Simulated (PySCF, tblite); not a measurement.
Species: C3H12OSSi2.
Atom-mapped SMILES: `[CH3:1][CH:2]([CH3:3])[O:4][SiH2:5][S:6][SiH3:7]` (hydrogens: H8, H9, H10 on C1; H11 on C2; H12, H13, H14 on C3; H15, H16 on Si5; H17, H18, H19 on Si7)

Computed geometry: GFN2-xTB, gas phase.

(1) Give the optimised bond lengths and angles.

Results:

(1) 
```csv
bond,length (bohr),order
"C1–C2, C2–C3",2.881,single
C2–O4,2.663,single
O4–Si5,3.051,single
Si5–S6,4.020,single
S6–Si7,4.066,single
C1–H8 and 5 like bonds,2.054,single
C2–H11,2.075,single
"Si5–H15, Si5–H16",2.757,single
"Si7–H17, Si7–H18, Si7–H19",2.751,single
```

Bonds in one row agree within 0.02 bohr and their mean is given. Orders are formal, as drawn. A selection of angles:
```csv
angle,degrees
C2–C1–H8,109.6
H8–C1–H9,109.2
C1–C2–C3,111.8
C1–C2–O4,108.9
C1–C2–H11,109.3
C3–C2–O4,108.4
O4–C2–H11,109.0
C2–O4–Si5,128.9
O4–Si5–S6,101.6
O4–Si5–H15,112.5
O4–Si5–H16,112.3
S6–Si5–H15,109.4
H15–Si5–H16,111.2
Si5–S6–Si7,102.3
S6–Si7–H17,109.8
S6–Si7–H18,101.7
H17–Si7–H18,111.7
```

Dihedral angles: C1–C2–O4–Si5 112° (anticlinal); C2–O4–Si5–S6 179° (antiperiplanar); O4–Si5–S6–Si7 2° (synperiplanar). The mirror-image conformer, all signs reversed, is as good.

The S–Si distances run from 2.127 Å (Si5–S6, drawn single) to 2.152 Å (S6–Si7, drawn single), a spread of 0.025 Å. Si7 (SiH3 silicon) is distorted tetrahedral (angles from 101.7° to 111.8°). Si5 (oxygen-bound silicon) is distorted tetrahedral (angles from 101.6° to 112.5°).

Point group: near Cs, missed by 0.30 Å at most; the miss may be what the optimiser left on a soft mode. GFN2-xTB frequencies show an imaginary mode (23i cm⁻¹), so the point is no minimum at that level. 3 starts were optimised and ended at 0.00, 1.26 and 1.37 kcal/mol (GFN2-xTB); the lowest of these is shown.
